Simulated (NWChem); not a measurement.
The numbers come from NWChem runs, not from measurements. System: CH$_{6}$OSi, charge 0, spin multiplicity 1, at a geometry optimised with PBE0/def2-SVP. The structure started from a generated list of species. Level: G0W0@PBE/def2-SVPD, RI basis def2-svpd-rifit.

Input file:

```
start mol
memory heap 200 mb stack 700 mb global 1700 mb
geometry units angstroms nocenter noautoz
  Si    -0.131334    -1.061261     0.000000
  O      0.578039     0.442832     0.000000
  C     -0.134631     1.647000     0.000000
  H      0.976291    -2.053251     0.000000
  H     -0.990781    -1.250002     1.212302
  H     -0.990781    -1.250002    -1.212302
  H     -0.777154     1.751769     0.894515
  H      0.581722     2.482719     0.000000
  H     -0.777154     1.751769    -0.894515
  symmetry group Cs
end
basis spherical
  * library def2-svpd
end
basis "ri basis" bse spherical
  * library def2-svpd-rifit
end
dft
  xc xpbe96 cpbe96
  iterations 100
  direct
  tolerances tight
end
task dft energy
gw
  states alpha occ 4 vir 2
end
task dft gw
```

Output (cleaned and shortened):

```
             Northwest Computational Chemistry Package (NWChem) 7.3.0
             --------------------------------------------------------

                                NWChem Input Module
                                -------------------

 Scaling coordinates for geometry "geometry" by  1.889725989
 (inverse scale =  0.529177249)

 Turning off AUTOSYM since
 SYMMETRY directive was detected!

                             Geometry "geometry" -> ""
                             -------------------------

 Output coordinates in angstroms (scale by  1.889725989 to convert to a.u.)

  No.       Tag          Charge          X              Y              Z
 ---- ---------------- ---------- -------------- -------------- --------------
    1 Si                  14.0000    -0.13133400    -1.06126100     0.00000000
    2 O                    8.0000     0.57803900     0.44283200     0.00000000
    3 C                    6.0000    -0.13463100     1.64700000     0.00000000
    4 H                    1.0000     0.97629100    -2.05325100     0.00000000
    5 H                    1.0000    -0.99078100    -1.25000200     1.21230200
    6 H                    1.0000    -0.99078100    -1.25000200    -1.21230200
    7 H                    1.0000    -0.77715400     1.75176900     0.89451500
    8 H                    1.0000     0.58172200     2.48271900     0.00000000
    9 H                    1.0000    -0.77715400     1.75176900    -0.89451500

 Effective nuclear repulsion energy (a.u.)     117.2781283407

            Nuclear Dipole moment (a.u.)
            ----------------------------
        X                 Y               Z
 ---------------- ---------------- ----------------
    -0.0000132281     0.0000075589     0.0000000000

      Symmetry information
      --------------------

 Group name             Cs
 Group number              2
 Group order               2
 No. of unique centers     7

      Symmetry unique atoms

     1    2    3    4    5    7    8


 Summary of "ao basis" -> "" (spherical)
 ------------------------------------------------------------------------------
[...]
     ---------------------------------

     L   x y z        total         alpha         beta         nuclear
     -   - - -        -----         -----         ----         -------
     0   0 0 0     -0.000000    -17.000000    -17.000000     34.000000

     1   1 0 0     -0.319408     -0.159697     -0.159697     -0.000013
     1   0 1 0      0.214818      0.107405      0.107405      0.000008
     1   0 0 1      0.000000      0.000000      0.000000      0.000000

     2   2 0 0    -21.804660    -24.268898    -24.268898     26.733136
     2   1 1 0     -0.488413     -3.569822     -3.569822      6.651231
     2   1 0 1      0.000000      0.000000      0.000000      0.000000
     2   0 2 0    -19.000885   -104.587952   -104.587952    190.175019
     2   0 1 1      0.000000      0.000000      0.000000      0.000000
     2   0 0 2    -21.207811    -18.709626    -18.709626     16.211441

 Task  times  cpu:        5.4s     wall:        5.4s

                                NWChem Input Module
                                -------------------

                                 NWChem GW Module
                                 ----------------

                             ***********************
                             ***        GW       ***
                             ***********************

 Summary of "ri basis" -> "ri basis" (spherical)
 ------------------------------------------------------------------------------
       Tag                 Description            Shells   Functions and Types
 ---------------- ------------------------------  ------  ---------------------
 Si                     def2-svpd-rifit             24       78   9s6p6d3f
 O                      def2-svpd-rifit             20       64   7s6p5d2f
 C                      def2-svpd-rifit             20       64   7s6p5d2f
 H                      def2-svpd-rifit              9       23   4s3p2d

                 Memory Information
                 ------------------
          Available GA per process is          1699.9 MBs
          Available stack per process is        700.0 MBs
          Available heap per process is           0.0 MBs

          Peak memory in Initialization
              Peak GA per process is                  6.7 MBs
              Peak stack per process is               0.1 MBs
              Peak heap per process is                7.0 MBs
              Memory not in MA per process            0.0 MBs

          Peak memory in AFF Calculation
              Peak GA per process is                 31.2 MBs
              Peak stack per process is              21.2 MBs
              Peak heap per process is                0.0 MBs
              Memory not in MA per process           21.2 MBs

          Computing 2-center integrals
          Computing Inverse Cholesky factor
          Computing 3-center integrals
          Computing V_xc ...

          Computing Sigma_x
          Computing RPA polarizability
          Solving quasiparticle equations

                  Alpha Orbitals
          State     Energy (eV)     Error (eV)
          -----------------------------------
@GW        14        -11.923           0.002
@GW        15        -11.901           0.002
@GW        16        -10.503           0.002
@GW        17         -9.785           0.002
@GW        18          2.107           0.002
@GW        19          2.194           0.004

   Applying  -3.1325 eV scissor-shift to rest of particle states

   Applying   2.7462 eV scissor-shift to rest of hole states

     GW Timing Statistics
   ------------------------
   Init.   :          0.0s
     ERIs  :          0.5s
     Distr.:          0.0s
     Vxc   :          0.2s
   Sigma_x :          0.0s
   RPA     :          0.5s
   Wmn     :          0.0s
   Sigma_c :          0.0s
   GW total:          1.3s

 Task  times  cpu:        1.3s     wall:        1.3s

 Total times  cpu:        6.7s     wall:        6.7s
```
